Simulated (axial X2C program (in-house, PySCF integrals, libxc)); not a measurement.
**Correcting the dissociation energy of PdSi⁺ for spin–orbit coupling**

A spin-free PBE0 curve (one-electron X2C) was computed with an in-house relativistic program for diatomic molecules, basis Pd dyall-cv3z [12s12p8d5f3g], Si dyall-v3z [8s7p2d1f] (cores contracted in-house), for the state M_S = 1/2, Λ = 0 (beyond evenly filled blocks: σα). It gives D0 = 3.899 eV to Pd + Si+, which in a spin-free picture are the weighted means of the ground terms.

Measured levels of the ground terms (NIST Handbook of Basic Atomic Spectroscopic Data), in cm⁻¹: Pd 1S: J = 0 at 0; Si+ 2P: J = 1/2 at 0, J = 3/2 at 287.2.

The molecular state has Λ = 0, so it has no first-order lowering.

Question: How far does each ground level lie under the (2J+1)-weighted mean of its term?

Answer: Pd: a single level, 0; Si+: (2 × 0 + 4 × 287.2)/6 = 191 cm⁻¹.

Question: Correct D0.

Answer: D0 = 3.899 + (0 − 191)/8065.5 = 3.875 eV at PBE0 with these spin–orbit terms.

Second-order spin–orbit effects in the molecule, which grow quickly with Z, are left out. The state is one determinant whose occupation by symmetry is held fixed; it was picked as the lowest of a PBE0 search that is not exhaustive. Dissociation energies refer to the lowest single-determinant-based atoms at the same level and basis.
